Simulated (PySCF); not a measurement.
# Name the molecule from its bond curve

A diatomic of charge +1 contains In. Its doublet curve at PBE0 in a triple-zeta basis (scalar-relativistic core potentials, PySCF), in eV from the separated fragments:

```csv
R (Å),E (eV)
1.605,-0.067
1.679,-0.207
1.754,-0.280
1.810,-0.303
1.866,-0.309
1.922,-0.302
1.997,-0.282
2.090,-0.250
2.202,-0.213
2.351,-0.174
```

The fit gives ωe = 1051 cm⁻¹ and the rotational constant Bₑ = 4.882 cm⁻¹.

Question: Which atom is the partner?

Answer: The minimum lies at 1.859 Å, so the reduced mass is 16.8576 u Å² cm⁻¹/(Bₑ·Re²) = 0.9992 u. With In at 114.90 u the partner weighs about 1.0 u: H. The molecule is InH⁺.

Spin–orbit coupling is left out. The state is the lowest determinant that a PBE0 search found; another state may lie lower at other levels.
